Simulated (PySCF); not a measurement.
# Electric field gradients and quadrupole coupling constants

Compound: CH₉ClSi₃.
Structure used (GFN2-xTB), in Å, numbered top down from 1:
```xyz
14
CH9ClSi3 angstrom
Si    -0.080    1.388   -1.231
C     -0.132    0.184    0.248
Si    -1.359   -1.263    0.041
Si     1.584   -0.329    0.907
Cl    -0.844    1.179    1.602
H      0.481    0.677   -2.381
H      0.758    2.532   -0.875
H     -1.441    1.840   -1.517
H     -1.433   -2.000    1.302
H     -0.871   -2.128   -1.034
H     -2.674   -0.719   -0.290
H      2.360    0.878    1.187
H      1.406   -1.099    2.137
H      2.244   -1.139   -0.117
```

Field gradients from the PBE0/pcSseg-1 density (PySCF, non-relativistic), principal values in atomic units, ordered |Vxx| ≤ |Vyy| ≤ |Vzz|:

```json
{"atom": "Cl5", "Vxx": "-2.0130", "Vyy": "-2.0137", "Vzz": "4.0267"}
```

Q: Find the asymmetry η = (Vxx − Vyy)/Vzz and the couplings χ = eQV/h (234.96 MHz × Q in barn × V in au), with Q(35Cl) = −0.0817 b.

A: 
```tsv
atom	environment	nucleus	η	χzz (MHz)	χxx (MHz)	χyy (MHz)
Cl5	alkyl chlorine	35Cl	0.00	-77.30	38.64	38.66
```

The gradient is axial or nearly so (η below 0.05) at Cl5. 

Q: What is Vzz at Cl5 in SI units (1 au = 9.71736 × 10²¹ V/m²)?

A: 4.0267 au = 39.129 × 10²¹ V/m².

Q: And the gradient at the other heavy atoms, for which no coupling is worked out here?

A: 
```json
{"atom": "Si1", "environment": "SiH3 silicon", "Vzz (au)": "0.322", "η": "0.09"}
{"atom": "C2", "environment": "sp3 C–Cl carbon", "Vzz (au)": "0.567", "η": "0.00"}
{"atom": "Si3", "environment": "SiH3 silicon", "Vzz (au)": "0.321", "η": "0.09"}
{"atom": "Si4", "environment": "SiH3 silicon", "Vzz (au)": "0.321", "η": "0.09"}
```

Q: What couplings would deuterons (Q(2H) = 0.00286 b) have in place of the hydrogens, at this geometry?

A: 
```tsv
atom	bonded to	bond length (Å)	Vzz (au)	η	χzz (kHz)
H6	Si1	1.463	0.1622	0.02	109
H7	Si1	1.462	0.1631	0.03	110
H8	Si1	1.462	0.1630	0.03	110
H9	Si3	1.462	0.1631	0.03	110
H10	Si3	1.464	0.1621	0.02	109
H11	Si3	1.462	0.1631	0.03	110
H12	Si4	1.462	0.1631	0.03	110
H13	Si4	1.462	0.1630	0.03	110
H14	Si4	1.463	0.1622	0.02	109
```

Isolated species at its GFN2-xTB geometry, gas phase. GFN2-xTB bond lengths can be off by several hundredths of an ångström, more for odd bonds, and the gradients follow them. These gradients aren't converged with respect to the basis.
